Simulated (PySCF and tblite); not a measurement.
The numbers below are computed, except where a source is named.
C5H9F3O, numbered as in [CH3:1][O:2][C@H:3]([CH3:4])[CH2:5][C:6]([F:7])([F:8])[F:9]. Free energies: PBE0-D3(BJ)/pcSseg-1 on GFN2-xTB structures plus GFN2-xTB thermal terms, symmetry and mirror images included. Conformers within 3 kcal/mol (GFN2-xTB free energy) were kept, 10 at most. GIAO shieldings: PBE0/pcSseg-1. Shifts are against TMS (¹H), TMS (¹³C), CFCl3 (¹⁹F) at the same level; of two unlike H on one atom, a is the less shielded. Programs: PySCF with density fitting and tblite.

Torsions listed: C1–O2–C3–C4, O2–C3–C5–C6.

```csv
conformer,shape,point group,mirror pair,ΔE(DFT),Δ(G−E) at 400 K,δ H5b (ppm)
1,"-73°, -153°",C1,no,0.00,0.00,2.17
2,"-84°, -75°",C1,no,0.03,-0.23,1.81
3,"-155°, -153°",C1,no,0.04,-0.05,1.89
4,"-165°, 54°",C1,no,1.02,0.12,2.76
5,"-66°, 75°",C1,no,1.73,0.52,2.54
```

Energies in kcal/mol; the thermal term leaves out symmetry numbers and mirror images.

Question: Work out the weights at 400 K and the ¹H shift of H5b under fast exchange.

Answer: RT = 0.795 kcal/mol. Each conformer gets RT ln(σ/g), with σ the rotational symmetry number and g = 2 for a mirror pair: 1: σ = 1, g = 1, G = 0.00 + 0.00 + 0.00 = 0.00, 0.20 above the lowest, exp(−ΔG/RT) = 0.782; 2: σ = 1, g = 1, G = 0.03 − 0.23 + 0.00 = -0.20, 0.00 above the lowest, exp(−ΔG/RT) = 1.000; 3: σ = 1, g = 1, G = 0.04 − 0.05 + 0.00 = -0.01, 0.19 above the lowest, exp(−ΔG/RT) = 0.792; 4: σ = 1, g = 1, G = 1.02 + 0.12 + 0.00 = 1.14, 1.33 above the lowest, exp(−ΔG/RT) = 0.187; 5: σ = 1, g = 1, G = 1.73 + 0.52 + 0.00 = 2.25, 2.44 above the lowest, exp(−ΔG/RT) = 0.046. The sum is 2.807, so the weights are 27.8, 35.6, 28.2, 6.7, 1.6 %. The averaged shift is 2.01 ppm. At 298.15 K it is 1.98 ppm. At 298.15 K the leading conformer alone gives 1.81 ppm and bare DFT energies give 2.02 ppm.


Conformer gaps in pcSseg-1 on xTB geometries can be 2 kcal/mol off for S=O, P=O and other polar bonds.